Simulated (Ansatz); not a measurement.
# Cost against result

Saddle point of GeSiNH9, singlet (GeNH₅ ([NH2][GeH3]) + SiH₄ → GeSiH₆ ([SiH3][GeH3]) + NH₃; bonds formed: Ge1–Si7, N2–H6; bonds broken: Ge1–N2, H6–Si7), PBE0-D4/def2-TZVP structure:

Ge1  (-1.433, 0.108, 0.101)
N2  (-0.170, -0.667, 1.437)
H3  (-1.453, -0.674, -1.206)
H4  (-2.701, -0.266, 0.923)
H5  (-1.304, 1.623, 0.056)
H6  (0.706, -0.423, 0.854)
Si7  (1.451, 0.408, -1.119)
H8  (-0.187, -0.206, 2.346)
H9  (-0.275, -1.672, 1.570)
H10  (2.704, 1.201, -0.855)
H11  (0.721, 1.283, -2.109)
H12  (1.942, -0.714, -1.998)
(Å)

Barriers are electronic and count from the start structure reached by relaxing down the imaginary mode.

Program: Ansatz 0.2.0. Basis: as named in each row. Cores are frozen in the correlated methods. Filled d shells of the heavier atoms are correlated. The def2 sets are not built for correlating such inner shells, so the correlated values are less sure here. B3LYP uses VWN-RPA correlation. Extrapolation: Hartree–Fock as exp(−7.88 √X), correlation as X^−2.97.

Times are rough, for one single point on 4 threads of a shared host (AMD EPYC).

The estimate by CCSD(T) at an estimated basis limit (MP2 extrapolated from triple and quadruple zeta, plus CCSD(T) − MP2 in triple zeta) is 1.963 eV.

```csv
method,basis,time (s),barrier (eV),method less estimate
HF,STO-3G,under 1,4.064,2.100
PBE-D4,STO-3G,1,2.641,0.678
SPW92,def2-SVP,1,1.108,-0.855
PBE-D4,def2-SVP,2,1.400,-0.564
B3LYP-D4,6-31G,2,1.246,-0.718
PBE0-D4,def2-SVP,2,1.580,-0.383
SPW92,def2-TZVPP,2,1.205,-0.758
PBE-D4,def2-TZVPP,3,1.461,-0.502
BLYP-D4,def2-TZVPP,4,1.676,-0.287
BHLYP-D4,def2-TZVPP,4,2.024,0.060
B3LYP-D4,def2-TZVPP,5,1.818,-0.146
r2SCAN-D4,def2-TZVPP,6,1.728,-0.236
PBE0-D4,def2-TZVPP,6,1.644,-0.319
CAM-B3LYP-D4,def2-TZVPP,6,1.960,-0.003
wB97M-V,def2-SVP,6,1.780,-0.184
r2SCAN0-D4,def2-TZVPP,7,1.818,-0.146
B97M-V,def2-TZVPP,10,1.794,-0.169
CCSD(T),def2-SVP,10,2.012,0.048
wB97X-V,def2-TZVPP,11,1.984,0.021
B2PLYP,def2-TZVPP,11,1.969,0.005
wB97M-V,def2-TZVPP,12,1.881,-0.083
PBE-QIDH,def2-TZVPP,12,1.877,-0.086
RPA on PBE,def2-TZVPP,13,2.018,0.055
MP2,def2-QZVPP,47,2.021,0.057
CCSD(T),def2-TZVPP,240,1.962,-0.002
```

All methods are single points on the PBE0-D4 structures.

No T1 diagnostic of these runs exceeds 0.013.

Labels in which every atom is bracketed show which atoms are joined, not bond orders.
